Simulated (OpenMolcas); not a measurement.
## neutral tin: effect of correlating more closed shells

```json
{"Program": "OpenMolcas 26.06", "Basis": "ANO-RCC-VDZP [6s5p3d1f]", "Scalar Hamiltonian": "DKH2, point nucleus", "Active space": "4 electrons in 4 orbitals (5s 5p)", "State averaging": "2S+1 = 3 even, 3 roots; 2S+1 = 1 even, 6 roots; 2S+1 = 5 odd, 1 root; 2S+1 = 3 odd, 5 roots", "Spin-orbit coupling": "state interaction with AMFI integrals over the reference wave functions, term energies averaged over their components"}
```

Methods on the same reference wave functions:
A. CASSCF
B. SS-CASPT2, IPEA 0.25 Eh, imaginary shift 0.1 Eh (closed shells correlated: none)
C. SS-CASPT2, IPEA 0.25 Eh, imaginary shift 0.1 Eh (closed shells correlated: 4d)

Energies in eV above 5s² 5p² ³P₀, the measured ground level; measured values from NIST Handbook of Basic Atomic Spectroscopic Data.

```json
{"Level": "5s² 5p² ³P₀", "A": "0.0000", "B": "0.0000", "C": "0.0000", "Measured": "0.0000"}
{"Level": "5s² 5p² ³P₁", "A": "0.1836", "B": "0.1821", "C": "0.1778", "Measured": "0.2098"}
{"Level": "5s² 5p² ³P₂", "A": "0.3983", "B": "0.392", "C": "0.388", "Measured": "0.4250"}
{"Level": "5s² 5p² ¹D₂", "A": "1.2929", "B": "1.191", "C": "1.188", "Measured": "1.0679"}
{"Level": "5s² 5p² ¹S₀", "A": "2.1639", "B": "2.218", "C": "2.391", "Measured": "2.1279"}
{"Level": "5s 5p³ ⁵S°₂", "A": "3.5450", "B": "3.991", "C": "4.504", "Measured": "4.9129"}
```

Deviations, from unrounded energies. A percentage is the sum of absolute deviations over the sum of measured energies, with the sign that they share, or ± where signs differ.

| Against measurement | Levels | A | B | C |
| --- | --- | --- | --- | --- |
| mean absolute deviation (cm-1) | 5 | 2700 | 1900 | 1400 |
| fine structure of the ground term (%) | 2 | -8.3 | -9.5 | -10.9 |
| other terms of the ground configuration (%) | 2 | +8.2 | +6.7 | +12.0 |
| other configurations (%) | 1 | -27.8 | -18.8 | -8.3 |

C lies closest to measurement on these levels and A furthest from it. The largest miss of C in the table is 5s 5p³ ⁵S°₂, by -3300 cm-1. The ranking rests on the paired levels alone, and a cruder setting can come out closer through cancelling errors.

Between B and C the level of the table that moves most is 5s 5p³ ⁵S°₂, by 4100 cm-1 (lowest in B, highest in C). Moves below CASPT2's spread within the term are not significant.

From A to B the spin-free energies of the other terms of 5s² 5p² shown, above ³P, scale by factors of 0.89 to 1.03.

The lowest spin-free term lies below A's lowest term by 0.027 hartree in B, 0.354 hartree in C.

What an inner shell adds also hangs on whether the basis holds functions to correlate it.

Terms of s pⁿ other than that of highest spin mix with s² pⁿ⁻² d, which this space lacks; all of them can be thousands of cm-1 off, and some have no real level of that name. Measured partners are found by configuration, term and J. A level has none where our copy of the source lacks it or the pairing is in doubt (some pairs that miss far off the trend of their configuration count as doubtful), and it then counts in no deviation. Levels of configurations outside the active space are missing. Levels that lie high or do not pair safely by name in every column are left out.

° marks odd parity.
